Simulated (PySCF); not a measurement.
C3H4N2, SMILES c1c[nH]cn1.

Geometry optimised at r2SCAN-D4/def2-SVP.

The numbers are results of PBE/def2-TZVP (PySCF), not measurements.

Symmetry labels are those of the subgroup Cs that the program uses (full group Cs).

Computed valence orbital energies around the gap with their symmetry:
```json
[
 {"orbital": "HOMO−7", "symmetry": "A'", "energy (eV)": "-13.80"},
 {"orbital": "HOMO−6", "symmetry": "A'", "energy (eV)": "-10.74"},
 {"orbital": "HOMO−5", "symmetry": "A'", "energy (eV)": "-10.64"},
 {"orbital": "HOMO−4", "symmetry": "A\"", "energy (eV)": "-10.60"},
 {"orbital": "HOMO−3", "symmetry": "A'", "energy (eV)": "-9.81"},
 {"orbital": "HOMO−2", "symmetry": "A\"", "energy (eV)": "-6.96"},
 {"orbital": "HOMO−1", "symmetry": "A'", "energy (eV)": "-6.18"},
 {"orbital": "HOMO", "symmetry": "A\"", "energy (eV)": "-5.63"},
 {"orbital": "LUMO", "symmetry": "A\"", "energy (eV)": "-0.40"},
 {"orbital": "LUMO+1", "symmetry": "A'", "energy (eV)": "0.07"},
 {"orbital": "LUMO+2", "symmetry": "A\"", "energy (eV)": "0.55"},
 {"orbital": "LUMO+3", "symmetry": "A'", "energy (eV)": "1.60"}
]
```
